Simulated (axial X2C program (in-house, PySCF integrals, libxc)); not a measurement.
**ZrNC⁻: properties at the nuclei**

Calculated with an in-house all-electron X2C program for linear molecules (integrals from PySCF): two-component X2C with atomic mean-field Coulomb and Gaunt terms, Gaussian nuclei, basis Zr dyall-v3z, N dyall-av3z, C dyall-v3z with contracted cores.

Zr–N–C held linear, with bonds 2.141 and 1.177 Å (near the PBE0 minimum at charge -1 of the determinant lowest at the starting distance; the state shown can have its own minimum elsewhere, held linear; other orders of the atoms were not compared).

Determinant lowest in the PBE0 search, Ω = 2 (⟨Sz⟩ = -1.00, ⟨Lz⟩ = 3.00 at PBE0), spin on the atoms Zr -0.96, N 0.01, C -0.05:

```
 level  Eeff magnitude (GV/cm)  Ws magnitude Zr (kHz)  A∥/gI Zr (MHz)  qzz Zr (a.u.)  A∥/gI N (MHz)  qzz N (a.u.)  A∥/gI C (MHz)  qzz C (a.u.)
  PBE0                    0.56                  0.128             246          -1.76            7.8         -0.64           8.85         -0.90
    HF                    3.23                  0.824             198          -1.68            6.1         -0.76           6.98         -1.04
r2SCAN                   0.526                   0.11             122          -1.80           10.2         -0.64           8.75         -0.89
```

Determinant 0.39 eV from it at PBE0 and this distance, Ω = 1 (⟨Sz⟩ = 2.00, ⟨Lz⟩ = -1.00 at PBE0), spin on the atoms Zr 2.07, N -0.10, C 0.04:

| level | Eeff magnitude (GV/cm) | Ws magnitude Zr (kHz) | A∥/gI Zr (MHz) | qzz Zr (a.u.) | A∥/gI N (MHz) | qzz N (a.u.) | A∥/gI C (MHz) | qzz C (a.u.) |
| --- | --- | --- | --- | --- | --- | --- | --- | --- |
| PBE0 | 1.89 | 0.928 | 719 | 0.14 | 2.04 | -0.67 | -9.78 | -0.92 |
| r2SCAN | 1.84 | 0.899 | 826 | 0.20 | -2.15 | -0.67 | -9.8 | -0.91 |

Eeff is the effective electric field on the electron electric dipole moment in this Ω state and Ws the scalar–pseudoscalar constant of the nucleus named (defined with the proton number Z and per Ω); A∥ (defined per Ω) follows by multiplying with gI = μI/(I μN); qzz is the electric field gradient, eQq0 = 234.96 MHz × Q/barn × qzz. The operators were transformed with the bare-nucleus X2C matrices; with these basis sets, hyperfine constants and field gradients can be off by tens of per cent, and where levels differ in sign neither size nor sign is settled.

Question: With Q(91Zr) = -0.176 barn, gI(14N) = 0.4038, Q(14N) = 0.02044 barn, gI(13C) = 1.4048 (g factors from the IAEA table of nuclear moments by Stone; Q from Pyykkö, Mol. Phys. 2018), turn the PBE0 values of the first state into constants in MHz.

Answer: eQq0(91Zr) = 234.96 × (-0.176) × (-1.76) = 72.8 MHz; A∥(14N) = 7.8 × 0.4038 = 3.15 MHz; eQq0(14N) = 234.96 × (0.02044) × (-0.64) = -3.07 MHz; A∥(13C) = 8.85 × 1.4048 = 12.4 MHz.

The molecule was held linear; bending was not examined, so a bent shape may lie lower.

Each state is one determinant with collinear spin, which with several unpaired electrons need not be a pure state. Unrestricted Hartree–Fock can overshoot spin polarisation at the nuclei. For an anion, determinants above electron detachment, or with a positive highest level, are held by the basis set. With several open shells hyperfine constants can be off by a factor of several. Where Eeff spreads by more than a factor of two the levels disagree and none is to be relied on. Open-shell Ω = 0 determinants with evenly filled partner blocks cannot be reached by this program, so the Ω shown need not be the lowest component. Left out as unconverged or as another state under the same occupation: HF in at least one table. At r2SCAN a later determinant lies lower. States lie within half an eV, so the first need not be the ground state. Where a field gradient or hyperfine factor spreads by more than a factor of two over the levels, a constant derived from it is not to be relied on. PBE0 term energies can be off by some tenths of an eV.
